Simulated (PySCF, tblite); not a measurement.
C3H8O3Si.
SMILES: `CO[SiH](C=O)OC`

Jobs on this species (15 atoms, 64 electrons) with PySCF (density fitting) and tblite. Hardware of each: one thread, Arm Neoverse V1 (aarch64), on a shared host. The host was shared with other jobs, so the times are rough.

Question: Rank these jobs by wall time, shortest first.
A. PBE0/pcSseg-1; shieldings, charges and field gradients; 166 basis functions
B. GFN2-xTB; L-BFGS relaxation
C. wB97X-D/def2-SVPD; 8 singlets by full TDDFT, 3 Tamm–Dancoff triplets, polarisability, density and orbital grids written; 217 basis functions

Answer: B (0.54 s), A (23 s), C (62 s).

All jobs:

| level and settings | work | basis functions | SCF cycles | wall time |
| --- | --- | --- | --- | --- |
| GFN2-xTB | L-BFGS relaxation | – | – | 0.54 s |
| PBE0/pcSseg-1 | shieldings, charges and field gradients | 166 | 14 | 23 s |
| wB97X-D/def2-SVPD | 8 singlets by full TDDFT, 3 Tamm–Dancoff triplets, polarisability, density and orbital grids written | 217 | 16 | 62 s |

Question: What do all jobs in the table cost together?

Answer: About 86 s; the longest takes about 72 % of that, and about 110 times as long as the shortest.
